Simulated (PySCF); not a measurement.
## UHF on Br⁺ (bromine, charge +1)

Configuration: [Ar] 3d10 4s2 4p4, high-spin 3P determinant. All numbers are calculated (PySCF 2.14, the non-relativistic Hamiltonian (point nucleus), in def2-SVP).

```json
{
 "Total energy": "-2571.685173 hartree",
 "One-electron energy": "-3567.2013 hartree",
 "Hartree (Coulomb) energy": "1084.8904 hartree",
 "Exchange energy": "-89.3743 hartree",
 "Kinetic energy": "2571.72702 hartree",
 "⟨S²⟩": "2.0066",
 "⟨L²⟩": "2.020",
 "Sum of ⟨r⟩": "23.19 bohr",
 "Sum of ⟨r²⟩": "32.42 bohr²",
 "Traceless quadrupole moment −½Σ⟨3z² − r²⟩ along its main axis": "-1.98 e·bohr²",
 "Density at the nucleus (Gaussians lack the cusp)": "27800 bohr⁻³",
 "Spin density at the nucleus": "0.318 bohr⁻³",
 "Langevin diamagnetic susceptibility": "-25.7 ×10⁻⁶ cm³/mol",
 "Time after the integrals": "0.07 s of wall time on 1 thread of Neoverse-V2 (shared host)"
}
```

```
shell  electrons  mean orbital energy (eV)  spread (eV)  rms radius, mean of both spins (bohr)
 1s α          1                  -13345.4            0                                 0.0506
 1s β          1                  -13345.1            0                                 0.0506
 2s α          1                   -1785.0            0                                  0.210
 2s β          1                   -1784.8            0                                  0.210
 2p α          3                   -1604.6        0.229                                  0.185
 2p β          3                   -1604.4        0.080                                  0.185
 3s α          1                   -280.08            0                                  0.599
 3s β          1                   -279.58            0                                  0.599
 3p α          3                   -215.09        0.751                                  0.612
 3p β          3                   -214.42        0.044                                  0.612
 3d α          5                   -99.059        0.688                                  0.648
 3d β          5                   -98.717        0.386                                  0.648
 4s α          1                   -39.824            0                                   1.81
 4s β          1                   -33.764            0                                   1.81
 4p α          3                   -23.582        1.910                                   2.15
 4p β          1                   -21.070            0                                   2.15
```
